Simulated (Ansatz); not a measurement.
Sn(OH)4 (SnO4H4). Charge 0, multiplicity 1. Geometry r2SCAN-D4/def2-SVP.

```tsv
atom	x (Å)	y (Å)	z (Å)
Sn1	0.001	0.000	0.000
O2	-1.471	0.447	-1.237
H3	-1.119	0.875	-2.033
O4	-0.805	-0.022	1.802
H5	-1.562	0.582	1.836
O6	1.413	1.336	-0.343
H7	2.280	0.970	-0.113
O8	0.863	-1.762	-0.221
H9	0.400	-2.428	0.309
```

In the def2 sets Sn takes a core potential; there is no spin–orbit coupling. HSE06 is defined as in plane-wave codes, on full-range PBE exchange.

Problem. Estimate the orbital energies around the gap (eV) in Ansatz with r2SCAN-D4/def2-TZVP, PBE0-D4/def2-TZVP, PBE0-D4/def2-TZVPD, HSE06-D4/def2-TZVP, ωB97X-V/def2-TZVP.

Solution. 
| orbital | r2SCAN-D4/def2-TZVP | PBE0-D4/def2-TZVP | PBE0-D4/def2-TZVPD | HSE06-D4/def2-TZVP | ωB97X-V/def2-TZVP |
| --- | --- | --- | --- | --- | --- |
| HOMO−13 | -25.15 | -26.93 | -27.00 | -26.51 | -29.67 |
| HOMO−12 | -24.94 | -26.73 | -26.80 | -26.31 | -29.46 |
| HOMO−11 | -14.03 | -15.44 | -15.50 | -15.01 | -18.18 |
| HOMO−10 | -12.34 | -13.68 | -13.75 | -13.26 | -16.29 |
| HOMO−9 | -12.34 | -13.68 | -13.75 | -13.26 | -16.29 |
| HOMO−8 | -12.16 | -13.50 | -13.57 | -13.08 | -16.10 |
| HOMO−7 | -9.99 | -11.35 | -11.44 | -10.94 | -13.94 |
| HOMO−6 | -9.11 | -10.46 | -10.55 | -10.04 | -13.11 |
| HOMO−5 | -8.84 | -10.12 | -10.21 | -9.71 | -12.65 |
| HOMO−4 | -8.84 | -10.12 | -10.21 | -9.71 | -12.64 |
| HOMO−3 | -7.96 | -9.37 | -9.45 | -8.95 | -11.99 |
| HOMO−2 | -7.85 | -9.16 | -9.24 | -8.75 | -11.71 |
| HOMO−1 | -7.80 | -9.16 | -9.24 | -8.75 | -11.71 |
| HOMO | -7.80 | -9.16 | -9.24 | -8.75 | -11.66 |
| LUMO | -2.63 | -1.93 | -2.12 | -2.30 | 0.22 |
| LUMO+1 | 0.32 | 0.63 | 0.29 | 0.27 | 2.47 |
| LUMO+2 | 0.50 | 0.72 | 0.29 | 0.36 | 2.52 |
| LUMO+3 | 0.51 | 0.72 | 0.34 | 0.36 | 2.53 |
| LUMO+4 | 1.83 | 2.05 | 0.69 | 1.68 | 4.14 |
| LUMO+5 | 2.64 | 2.86 | 1.83 | 2.50 | 4.79 |
